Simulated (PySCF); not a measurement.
**Ionisation energy of Tm⁺ by level of theory**

Tm⁺ [Xe] 4f13 6s1 (3F) → Tm²⁺ [Xe] 4f13 (2F), as a difference of total energies. All numbers are calculated (PySCF 2.14, the spin-free X2C one-electron Hamiltonian (Gaussian nucleus), in cc-pVDZ-X2C). Correlated levels: valence: [Kr] 4d10 frozen; valence and next inner shell: [Ar] 3d10 frozen. The calculations carry no spin-orbit coupling.

```tsv
method	ionisation energy (eV)
UHF	11.155
LDA	12.492
PBE	12.277
PBE0	12.023
r2SCAN	12.030
MP2 (valence)	11.930
SCS-MP2 (valence)	11.779
MP2 (valence and next inner shell)	11.956
SCS-MP2 (valence and next inner shell)	11.802
```

Task: How much does correlation contribute at MP2 (valence and next inner shell)?

Result: 11.956 − (11.155) = 0.801 eV, measured against UHF.

Errors of the correlated levels include the incompleteness of this basis and the frozen core.

For comparison: 12.065 ± 0.02 eV (semi-empirical (NIST evaluation); NIST Atomic Spectra Database, ionization energies).
